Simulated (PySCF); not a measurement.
PySCF input file for HgBr, SMILES [Br][Hg] (connectivity only; charge and spin as stated), neutral, multiplicity 2, r2SCAN-D4/def2-TZVP. Geometry: r2SCAN-D4/def2-TZVP. The spin state was assumed, not searched. The def2 effective core potentials stand for the cores of Hg; spin–orbit coupling is left out.

```python
import numpy as np
from pyscf import gto, scf, dft, df
from pyscf.hessian import thermo

mol = gto.M(
    atom='''
    Hg    0.00000000    0.00000000   -0.77536965
    Br    0.00000000    0.00000000    1.77227348
    ''',
    basis='def2-TZVP',
    ecp={'Hg': 'def2-tzvp'},
    charge=0,
    spin=1,
    max_memory=1600,
    verbose=3,
)
mf = dft.UKS(mol, xc='r2scan').density_fit(auxbasis='def2-universal-jkfit')
mf.disp = 'd4'
mf.grids.level = 4
mf.conv_tol = 1e-11
mf.max_cycle = 100
mf.kernel()
fine, coarse = mf.grids, dft.Grids(mol).set(level=1).build(with_non0tab=True)
for _ in range(3):  # follow internal instabilities
    mf.grids = coarse
    mo, _, stable, _ = mf.stability(return_status=True, nroots=4)
    mf.grids = fine
    if stable:
        break
    mf.kernel(mf.make_rdm1(mo, mf.mo_occ))

# [left out here: the lines that compute and print the analytic Hessian (its translational invariance restored by hand, since the grid's response is missing), thermochemistry and intensities]
```

Log of the run:

```

WARN: HOMO -0.57627125918976 >= LUMO -0.576271259189776

converged SCF energy = -2727.71448092554  <S^2> = 0.75693937  2S+1 = 2.0069274
<class 'pyscf.df.df_jk.DFUKS'> wavefunction is stable in the internal stability analysis

WARN: MGGA Hessian is sensitive to dft grids. grids.level 4 may not be dense enough.


WARN: DFTD4 does not support analytical Hessian, using finite difference.


WARN: Mole.unit (angstrom) is changed to Bohr

Mode                                 0
Irrep
Freq [cm^-1]                      176.6008
Reduced mass [au]                  96.4317
Force const [Dyne/A]                1.7720
Char temp [K]                     254.0892
Normal mode                   x     y     z
       0  Hg                 0.00  0.00 -0.04
       1  Br                 0.00  0.00  0.09
temperature 298.1500 [K]
pressure 101325.00 [Pa]
Rotational constants [GHz] inf 1.36265 1.36265
Symmetry number 1
Zero-point energy (ZPE) 0.00040 [Eh]   1056.307 [J/mol]
                           tot       elec      trans        rot        vib
Entropy [J/mol/K]       273.060      5.763    179.043     78.363      9.891
Cv [J/mol/K]             28.615      0.000     12.472      8.314      7.829
Cp [J/mol/K]             36.930      0.000     20.786      8.314      7.829
Internal energy [J/mol]                      3718.434   2478.956   2627.205
Internal energy [Eh]   -2727.71112  -2727.71448
Enthalpy [J/mol]                             6197.391   2478.956   2627.205
Enthalpy [Eh]          -2727.71018
Gibbs free energy [J/mol]                  -47184.352 -20884.900   -321.845
Gibbs free energy [Eh] -2727.74118
mode   freq/cm-1   IR/(km/mol)
   1      176.60         5.540
max |gradient| / (hartree/bohr): 8.373505868333411e-05
APT charges: [ 0.3309 -0.3279]
```

The calculation finished and met its thresholds.
